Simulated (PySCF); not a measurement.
## Calculated data, CH5BSi2, CH3B2Cl, CH4B2Si

Calculation on a computer-drawn molecule: the log of a Hartree-Fock and frozen-core CCSD(T) single point meant for a local Hartree-Fock minimum, with one planted fault or none, to be diagnosed. Offsets are logged minus clean, where the clean run is the same molecule without the fault. The reference is restricted for singlets and unrestricted otherwise, and also for a bond in bohr or an excited solution. Adding or removing an electron swaps singlet and doublet. The excited solution moves the top pair (singlet) or top alpha electron (doublet) to the lowest empty orbital. Highest occupied and lowest empty are orbital energies over both spins, largest force is the largest gradient component, triples share is (T) over the correlation energy, the T1 limit is 0.02 restricted and 0.045 unrestricted, electrons count all cores, a negative frequency is imaginary (commonest isotopes), and the dipole is about the centre of nuclear charge. Program: PySCF 2.14.0.

Common to all runs: meant charge 0; meant multiplicity 1; meant basis cc-pV(D+d)Z; logged SCF converged yes; possible faults no fault, one electron removed, one electron added, multiplicity raised by two, geometry at a saddle point, SCF held on an excited solution, minimal basis STO-3G, one bond length entered in bohr, all coordinates scaled.

```yaml
- entry: 1
  formula: CH5BSi2
  logged_structure:
    atoms_angstrom:
      - [B, -2.4725, -1.8669, -1.3928]
      - [Si, -2.6563, 0.088, -1.0813]
      - [Si, -0.2907, 0.0031, -0.8154]
      - [C, 0.4816, -1.1285, 0.2045]
      - [H, -2.402, -2.2723, -2.524]
      - [H, -2.4463, -2.673, -0.5026]
      - [H, 0.5395, 1.0075, -1.5138]
      - [H, 1.544, -1.0916, 0.4251]
      - [H, -0.0689, -1.8993, 0.7319]
  given:
    logged_electrons: 45
    logged_basis_functions: 99
    logged_spin_squared: 0.9523
    "logged_highest_occupied [eV]": -1.7297
    "logged_lowest_empty [eV]": 6.5058
    "logged_largest_force [hartree/bohr]": 0.040819
    logged_T1_diagnostic: 0.037563
    logged_D1_diagnostic: 0.15066
    logged_triples_share: 0.040153
    logged_CC_converged: "yes"
    "logged_dipole_magnitude [debye]": 3.1637
    logged_SCF_stable_within_its_kind: "yes"
    "logged_energy_HF [hartree]": -643.23281
    "logged_energy_CCSD(T) [hartree]": -643.72245
    drawn_bonds_atom: [1, 2, 3, 1, 1, 3, 4, 4]
    drawn_bonds_other_atom: [2, 3, 4, 5, 6, 7, 8, 9]
    drawn_bonds_order: [1, 1, 2, 1, 1, 1, 1, 1]
  results:
    planted_fault: "one electron added"
    "HF_energy_offset_from_clean_run [kcal/mol]": -20.67
    "CCSD(T)_energy_offset_from_clean_run [kcal/mol]": -26.0
- entry: 2
  formula: CH3B2Cl
  logged_structure:
    atoms_angstrom:
      - [C, -2.2151, 1.4448, 0.1842]
      - [B, -0.1757, -0.2088, 0.2309]
      - [B, 1.1278, -1.2432, 0.2406]
      - [Cl, 1.1789, -2.5804, 1.3925]
      - [H, -2.269, 2.2737, -0.5145]
      - [H, -3.0576, 1.3445, 0.8609]
      - [H, 2.0523, -1.1299, -0.5048]
  given:
    logged_electrons: 36
    logged_basis_functions: 80
    logged_spin_squared: 1.7423
    "logged_highest_occupied [eV]": -9.1389
    "logged_lowest_empty [eV]": 1.0247
    "logged_largest_force [hartree/bohr]": 0.013834
    logged_T1_diagnostic: 0.040124
    logged_D1_diagnostic: 0.16206
    logged_triples_share: 0.032603
    logged_CC_converged: "yes"
    "logged_dipole_magnitude [debye]": 2.0608
    logged_SCF_stable_within_its_kind: "yes"
    "logged_energy_HF [hartree]": -548.30186
    "logged_energy_CCSD(T) [hartree]": -548.73487
    drawn_bonds_atom: [1, 2, 3, 1, 1, 3]
    drawn_bonds_other_atom: [2, 3, 4, 5, 6, 7]
    drawn_bonds_order: [2, 1, 1, 1, 1, 1]
  results:
    planted_fault: "one bond length entered in bohr, row 1 of the drawn bonds"
    "HF_energy_offset_from_clean_run [kcal/mol]": 102.8
    "CCSD(T)_energy_offset_from_clean_run [kcal/mol]": 134.9
- entry: 3
  formula: CH4B2Si
  logged_structure:
    atoms_angstrom:
      - [C, 1.1032, 0.0065, 2.3094]
      - [B, 0.3231, -0.7348, 1.4246]
      - [B, -0.629, -1.6006, 0.4002]
      - [Si, -2.6178, -1.9008, 0.5157]
      - [H, 2.1784, 0.1005, 2.1961]
      - [H, 0.6751, 0.5289, 3.1593]
      - [H, -0.0941, -2.1654, -0.5222]
      - [H, -2.8838, -0.7127, -0.3914]
  given:
    logged_electrons: 34
    logged_basis_functions: 85
    logged_spin_squared: 0.0
    "logged_highest_occupied [eV]": -6.0156
    "logged_lowest_empty [eV]": -2.2646
    "logged_largest_force [hartree/bohr]": 0.0447
    logged_CC_converged: "no"
    "logged_dipole_magnitude [debye]": 1.0738
    logged_SCF_stable_within_its_kind: "no"
    "logged_energy_HF [hartree]": -378.16137
    drawn_bonds_atom: [1, 2, 3, 1, 1, 3, 4]
    drawn_bonds_other_atom: [2, 3, 4, 5, 6, 7, 8]
    drawn_bonds_order: [2, 1, 1, 1, 1, 1, 1]
  results:
    planted_fault: "SCF held on an excited solution"
    "HF_energy_offset_from_clean_run [kcal/mol]": 128.9
  notes: ["CCSD not converged"]
- entry: 4
  formula: CH4B2Si
  logged_structure:
    atoms_angstrom:
      - [C, 1.1032, 0.0065, 2.3094]
      - [B, 0.3231, -0.7348, 1.4246]
      - [B, -0.629, -1.6006, 0.4002]
      - [Si, -2.6178, -1.9008, 0.5157]
      - [H, 2.1784, 0.1005, 2.1961]
      - [H, 0.6751, 0.5289, 3.1593]
      - [H, -0.0941, -2.1654, -0.5222]
      - [H, -2.8838, -0.7127, -0.3914]
  given:
    logged_electrons: 35
    logged_basis_functions: 85
    logged_spin_squared: 0.7751
    "logged_highest_occupied [eV]": -1.2965
    "logged_lowest_empty [eV]": 5.968
    "logged_largest_force [hartree/bohr]": 0.011996
    logged_T1_diagnostic: 0.028475
    logged_D1_diagnostic: 0.10695
    logged_triples_share: 0.039315
    logged_CC_converged: "yes"
    "logged_dipole_magnitude [debye]": 5.4632
    logged_SCF_stable_within_its_kind: "yes"
    "logged_energy_HF [hartree]": -378.3815
    "logged_energy_CCSD(T) [hartree]": -378.83358
    drawn_bonds_atom: [1, 2, 3, 1, 1, 3, 4]
    drawn_bonds_other_atom: [2, 3, 4, 5, 6, 7, 8]
    drawn_bonds_order: [2, 1, 1, 1, 1, 1, 1]
  results:
    planted_fault: "one electron added"
    "HF_energy_offset_from_clean_run [kcal/mol]": -9.239
    "CCSD(T)_energy_offset_from_clean_run [kcal/mol]": -17.04
- entry: 5
  formula: CH4B2Si
  logged_structure:
    atoms_angstrom:
      - [C, 0.9939, 0.0058, 2.0808]
      - [B, 0.2912, -0.6621, 1.2835]
      - [B, -0.5667, -1.4421, 0.3605]
      - [Si, -2.3586, -1.7127, 0.4646]
      - [H, 1.9627, 0.0905, 1.9786]
      - [H, 0.6083, 0.4765, 2.8465]
      - [H, -0.0848, -1.9511, -0.4705]
      - [H, -2.5983, -0.6422, -0.3527]
  given:
    logged_electrons: 34
    logged_basis_functions: 85
    logged_spin_squared: 0.0
    "logged_highest_occupied [eV]": -8.6225
    "logged_lowest_empty [eV]": 0.76464
    "logged_largest_force [hartree/bohr]": 0.10761
    logged_T1_diagnostic: 0.020231
    logged_D1_diagnostic: 0.060237
    logged_triples_share: 0.035336
    logged_CC_converged: "yes"
    "logged_dipole_magnitude [debye]": 0.83378
    logged_SCF_stable_within_its_kind: "yes"
    "logged_energy_HF [hartree]": -378.28108
    "logged_energy_CCSD(T) [hartree]": -378.71192
    drawn_bonds_atom: [1, 2, 3, 1, 1, 3, 4]
    drawn_bonds_other_atom: [2, 3, 4, 5, 6, 7, 8]
    drawn_bonds_order: [2, 1, 1, 1, 1, 1, 1]
  results: {}
  notes: ["T1 above single-reference limit"]
```

## Withheld values
1. Which fault was planted in the run of CH4B2Si (entry 5)?

Calculated values
1. all coordinates scaled, by -9.9 %

Further results for CH4B2Si (entry 5):

- HF energy offset from clean run: 53.77 kcal/mol
- CCSD(T) energy offset from clean run: 59.3 kcal/mol
